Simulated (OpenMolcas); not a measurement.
Nb⁺: terms and fine structure

| Quantity | Value |
| --- | --- |
| Program | OpenMolcas 26.06 |
| Method | CASSCF |
| Basis | ANO-RCC-VQZP [8s7p5d3f2g1h] |
| Scalar Hamiltonian | DKH2, point nucleus |
| Active space | 4 electrons in 6 orbitals (4d 5s) |
| State averaging | 2S+1 = 5 even, 15 roots; 2S+1 = 3 even, 102 roots kept (CI in the orbitals of an earlier block, 97 in the spin-orbit step); 2S+1 = 1 even, 84 roots kept (CI in the orbitals of an earlier block) |
| Spin-orbit coupling | state interaction with AMFI integrals over the reference wave functions, term energies averaged over their components |

Spin-free terms above the lowest, with the occupations of the reference:

```csv
Configuration,Term,E (cm-1),Occupations
4d4,5D,0.0,4d 4.00
4d3 5s,5F,124,4d 3.00 5s 1.00
4d4,3P(1),7765,4d 3.54 5s 0.46
4d3 5s,3F(1),9227,4d 3.44 5s 0.56
4d3 5s,5P,10123,4d 3.00 5s 1.00
4d3 5s,3G,11480,4d 3.33 5s 0.67
4d4,3H,12086,4d 3.83 5s 0.17
4d3 5s,1D(1),14867,4d 3.37 5s 0.63
4d3 5s,3D,15441,4d 3.36 5s 0.64
4d3 5s,3P(1),16207,4d 3.13 5s 0.87
4d3 5s,3F(2),16487,4d 3.33 5s 0.68
4d3 5s,1G,17025,4d 3.20 5s 0.80
4d3 5s,3H,18305,4d 3.17 5s 0.83
4d4,3G,18911,4d 3.67 5s 0.33
```

With spin-orbit coupling, above the lowest level:

```csv
Configuration,Term,J,E (cm-1),Term weight %,Second
4d3 5s,5F,1,0.0,100,
4d4,5D,0,47.6,99,
4d4,5D,1,205,99,
4d3 5s,5F,2,260,100,
4d4,5D,2,493,100,
4d3 5s,5F,3,642,100,
4d4,5D,3,877,100,
4d3 5s,5F,4,1136,100,
4d4,5D,4,1335,99,
4d3 5s,5F,5,1729,100,
4d4,3P(1),0,7491,98,
4d4,3P(1),1,8073,97,
4d4,3P(1),2,9095,90,6 4d3 5s 5P
4d3 5s,3F(1),2,9514,97,
4d3 5s,3F(1),3,9918,95,4 3G
4d3 5s,3F(1),4,10399,93,6 3G
4d3 5s,5P,1,10659,98,
4d3 5s,5P,2,10944,92,7 4d4 3P(1)
4d3 5s,5P,3,11268,100,
4d3 5s,3G,3,12102,96,4 3F(1)
4d3 5s,3G,4,12368,80,13 4d4 3H
4d3 5s,3G,5,12619,87,12 4d4 3H
4d4,3H,4,12624,85,13 4d3 5s 3G
4d4,3H,5,12943,87,12 4d3 5s 3G
4d4,3H,6,13206,99,
4d3 5s,1D(1),2,15703,88,7 3P(1)
4d3 5s,3D,1,16150,97,
4d3 5s,3D,2,16197,80,13 3F(2)
4d3 5s,3D,3,16398,89,10 3F(2)
4d3 5s,3F(2),2,16975,82,10 3P(1)
4d3 5s,3P(1),1,17178,97,
4d3 5s,3F(2),4,17206,55,42 1G
4d3 5s,3P(1),0,17216,100,
4d3 5s,3P(1),2,17321,76,10 1D(1)
4d3 5s,3F(2),3,17324,86,11 3D
4d3 5s,1G,4,18195,42,37 3F(2)
4d3 5s,3H,4,18962,80,9 4d4 3G
4d3 5s,3H,5,19200,97,
4d3 5s,3H,6,19417,96,4 4d4 1I
4d4,3G,3,19498,96,3 4d3 5s 3F(2)
```

Against the 12 measured excited levels shown (NIST Handbook of Basic Atomic Spectroscopic Data) the mean absolute deviation is 1500 cm-1; the largest miss in energy is 4d3 5s 5F5: computed 1681, measured 4146 cm-1 (-59.5 %), and the largest in proportion 4d3 5s 5F1 (-102.0 %). Levels of one J stand in another order than measured, so their pairing by name is doubtful. These deviations count from the computed level that pairs with the measured ground level.

Spin-orbit coupling puts the lowest level 915 cm-1 below the lowest spin-free term.

For 5F the intervals divided by the larger J are 129.8, 127.4, 123.7, 118.5 cm-1. Landé's interval rule makes them equal in pure LS coupling; they differ by 9 % of their mean. The multiplet is regular.

Some high roots are left out of the spin-orbit mixing, which shifts the levels that they would mix with. Without dynamic correlation excited terms often stand tens of per cent too high (terms of higher spin than the ground term too low), and those without a measured partner can miss by more than the paired ones. Terms from blocks run as CI alone lack orbitals of their own. The lowest computed level is not the ground level that NIST lists (5D0). Configurations are named by rounded mean occupations; where the s occupation lies near a half they are strongly mixed, a name can repeat and a true partner stay unpaired. A single d shell beside an s shell can misplace configurations of different d count against each other. The lowest spin-free term belongs to 4d4, not to the configuration of the lowest level. Computed and measured levels are paired by configuration, term and J; levels that our copy of the source lacks, or whose pairing is in doubt (as where it misses far off the trend of its configuration), stay unpaired and out of the deviations. Only configurations of the active space appear. The first state left out of the spin-orbit step lies near 41000 cm-1 above the lowest spin-free state of the reference (among the parities and spins computed), and the list stops at four fifths of that energy or lower. The table shows the lowest 40 of 61 levels.

The term weight is that of the spin-free term in the level, not the purity of its configuration. A number in round brackets counts repeated terms of one configuration in the order of the reference energies.
